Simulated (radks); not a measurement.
Charge is removed step by step from the 3d down level of the germanium ion Ge2+, starting from [Ar] 3d(up 5, down 5) 4s2. Method: non-relativistic Kohn-Sham, PBEsol, spin-polarised, spherical densities, point nucleus; computed with a radial shooting solver on a logarithmic mesh with Libxc functionals.

removed (e)  E - E(0) (eV)  eigenvalue (eV)  E minus straight line (eV)
0                    0.000          -50.017                       0.000
0.1                  5.111          -52.199                      -1.019
0.2                 10.441          -54.408                      -1.817
0.3                 15.993          -56.643                      -2.394
0.4                 21.770          -58.903                      -2.746
0.5                 27.775          -61.188                      -2.871
0.6                 34.009          -63.498                      -2.766
0.7                 40.475          -65.833                      -2.429
0.8                 47.176          -68.191                      -1.857
0.9                 54.114          -70.573                      -1.048
1                   61.291          -72.978                       0.000

Removing the whole electron costs 61.291 eV by Delta-SCF, against 50.017 eV from minus the eigenvalue at the starting occupation. Slater's transition state (half an electron removed) gives 61.188 eV. Integrating minus the eigenvalue over the occupation (Janak's theorem) gives 61.291 eV. The mean slope of the eigenvalue, de/dn, is 23.0 eV per electron.
